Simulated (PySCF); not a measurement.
A side-by-side comparison of computed properties.

First species: C4H9ClSSi2.
Structure used (GFN2-xTB), in Å, numbered top down from 1:
```
atom  x, y, z in Å
C1    -2.2595    2.2841   -0.3102
C2    -1.7367    0.9712   -0.6077
C3    -1.3041   -0.1262   -0.8635
Si4   -0.5944   -1.7931   -1.2162
Si5    1.2532   -2.1903    0.1422
Cl6    0.7730   -1.9939    2.1141
S7     2.8854   -0.8369   -0.2884
C8     2.1216    0.7446    0.1908
H9    -1.4628    2.9284    0.0624
H10   -2.6837    2.7286   -1.2103
H11   -3.0383    2.2099    0.4485
H12   -0.2217   -1.8099   -2.6364
H13   -1.6420   -2.7924   -0.9717
H14    1.9402   -3.4667   -0.0015
H15    2.8669    1.5151    0.0241
H16    1.8517    0.7106    1.2422
H17    1.2442    0.9290   -0.4223
```

Second species: C₃H₁₀N₂OSi₂.
Numbering: `[H]/[N:1]=[CH:2]\[CH2:3][C:4](=[O:5])[Si@@H:6]([NH2:7])[SiH3:8]` (hydrogens: H9 on N1; H10 on C2; H11, H12 on C3; H13 on Si6; H14, H15 on N7; H16, H17, H18 on Si8)

Levels: PBE0/pcSseg-1 for dipole moment, HOMO energy, LUMO energy and HOMO–LUMO gap; GFN2-xTB for rotational constant A and rotational constant C. Geometries: GFN2-xTB. Each structure is a single optimised conformer of the isolated species, non-relativistic unless stated. Electronic properties by PySCF.

Dipoles, sizes and rotational constants follow the conformer. The torsions of the flexible species, by atom-mapped SMILES:
- `[CH3:1][C:2]#[C:3][SiH2:4][Si@H:5]([Cl:6])[S:7][CH3:8]`: C3–Si4–Si5–Cl6 56°, Si4–Si5–S7–C8 64°
- `[H]/[N:1]=[CH:2]\[CH2:3][C:4](=[O:5])[Si@@H:6]([NH2:7])[SiH3:8]`: N1–C2–C3–C4 -106°, C2–C3–C4–O5 -78°, C3–C4–Si6–N7 163°, H–N7–Si6–C4 16°, H–N7–Si6–C4 162°

Q: Which has the higher rotational constant A?

A: The second: 1.599 GHz against 1.126 GHz, a difference of 0.473 GHz.

Q: Which of the two has the higher rotational constant C, and by how much?

A: The second: 0.749 GHz against 0.554 GHz, a difference of 0.195 GHz.

Q: Which of the two has the higher LUMO energy, and by how much?

A: The first: -0.64 eV against -1.68 eV, a difference of 1.04 eV.

Q: Which has the higher dipole moment?

A: The first: 2.93 D against 2.11 D, a difference of 0.82 D.

Q: Which of the two has the higher HOMO energy, and by how much?

A: The first: -6.89 eV against -7.01 eV, a difference of 0.12 eV.

Q: Which has the higher HOMO–LUMO gap?

A: The first: 6.25 eV against 5.33 eV, a difference of 0.92 eV.

On the first: A dipole of 2.93 D is allowed in C1, and pure rotational transitions are dipole-allowed. In atomic units the dipole is 1.15 e·bohr (1 au = 2.5417 D).

On the second: In atomic units the dipole is 0.83 e·bohr (1 au = 2.5417 D). A dipole of 2.11 D is allowed in C1, and pure rotational transitions are dipole-allowed.
